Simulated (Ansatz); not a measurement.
Total energies of CH$_{6}$SiSn, SMILES `[CH2]1[SiH2][SnH2]1`.

```xyz
9

C     0.456   -0.333    0.880
Si   -0.280   -1.104   -0.652
Sn   -0.252    1.353   -0.385
H     1.533   -0.397    1.012
H    -0.077   -0.464    1.819
H    -1.549   -1.856   -0.502
H     0.650   -1.759   -1.604
H     1.026    2.333   -0.920
H    -1.506    2.226    0.353
```

The species carries charge 0 and has multiplicity 1. Correlated methods include outer-core shells of Sn, which these sets cover unevenly. Sn takes the def2 core potential. All single points use the PBE0-D4/def2-TZVP geometry. Basis def2-TZVPP, Ansatz.

RPA on PBE orbitals: Hartree–Fock energy of these orbitals -543.55460 Eh, correlation -1.03149 Eh (frozen core).

```csv
functional,kind,energy without D4 (Eh),D4 term (kJ/mol)
LDA (SPW92),LDA,-543.56779,–
PBE,GGA,-545.25618,-18.7
revPBE,GGA,-545.44720,-50.0
BLYP,GGA,-545.38152,-40.3
r2SCAN,meta-GGA,-545.50087,-4.2
B97M-V,meta-GGA with VV10,-545.40494,–
PBE0,"global hybrid, 25 % exact exchange",-545.30435,-15.8
B3LYP,"global hybrid, 20 %",-545.57182,-30.6
r2SCANh,"meta-GGA hybrid, 10 %",-545.48625,-4.6
r2SCAN0,"meta-GGA hybrid, 25 %",-545.46529,-5.1
HSE06 (plane-wave form),screened hybrid,-545.29304,-15.0
BHLYP,"global hybrid, 50 %",-545.36938,-26.7
CAM-B3LYP,range-separated hybrid,-545.43133,-16.4
LC-ωPBE,long-range corrected hybrid,-545.39057,–
ωB97X-V,range-separated hybrid GGA with VV10,-545.39577,–
ωB97M-V,range-separated hybrid meta-GGA with VV10,-545.36578,–
B2PLYP,double hybrid,-545.09647,–
PBE-QIDH,double hybrid,-545.01602,–
```

B3LYP takes the VWN-RPA correlation (the form of Gaussian; ORCA's B3LYP/G). HSE06 is the plane-wave form, built on full-range PBE exchange. The double hybrids freeze the cores in their second-order part.

LC-ωPBE has ω = 0.4 bohr⁻¹.
